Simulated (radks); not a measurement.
Task: The titanium ion Ti4+, [Ar]. All-electron calculation, non-relativistic Kohn-Sham, PBE, spin-polarised, spherical densities, point nucleus. Program: a radial shooting solver on a logarithmic mesh with Libxc functionals. Every spin shell is full or empty, so the densities are truly spherical. Functionals are evaluated on that one density, not self-consistently. Rank these orbital-free kinetic functionals by their error against the exact value of the orbitals, and give that value: Thomas-Fermi, von Weizsacker, TF + vW, TF + vW/9, LC94, Perdew 92, Thakkar, PG1, DePristo-Kress, Ernzerhof.

Result: Exact: 845.042 hartree. From best to worst, with 100 (|E| - |E exact|)/|E exact| (equal figures are ties): LC94 +0.03, DePristo-Kress -0.03, Ernzerhof -0.19, Thakkar -0.29, Perdew 92 -0.70, TF + vW/9 -0.71, Thomas-Fermi -6.86, PG1 +21.75, von Weizsacker -44.61, TF + vW +48.52.
